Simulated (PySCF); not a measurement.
A calculated (PBE, PySCF 2.14, aug-cc-pCVQZ-DK, the spin-free X2C one-electron Hamiltonian (Gaussian nucleus)) atom or ion has these occupied shells.

```json
{"shell": "1s α", "electrons": "1", "orbital energy (eV)": "-1822.9", "rms radius, mean of both spins (bohr)": "0.129"}
{"shell": "1s β", "electrons": "1", "orbital energy (eV)": "-1822.7", "rms radius, mean of both spins (bohr)": "0.129"}
{"shell": "2s α", "electrons": "1", "orbital energy (eV)": "-175.93", "rms radius, mean of both spins (bohr)": "0.618"}
{"shell": "2s β", "electrons": "1", "orbital energy (eV)": "-175.60", "rms radius, mean of both spins (bohr)": "0.618"}
{"shell": "2p α", "electrons": "3", "orbital energy (eV)": "-132.08", "rms radius, mean of both spins (bohr)": "0.599"}
{"shell": "2p β", "electrons": "3", "orbital energy (eV)": "-131.75", "rms radius, mean of both spins (bohr)": "0.599"}
{"shell": "3s α", "electrons": "1", "orbital energy (eV)": "-40.394", "rms radius, mean of both spins (bohr)": "1.96"}
```

(1) Name the element and its charge.

Results:

(1) Si³⁺ (silicon, charge +3), in [Ne] 3s1, 2S determinant.
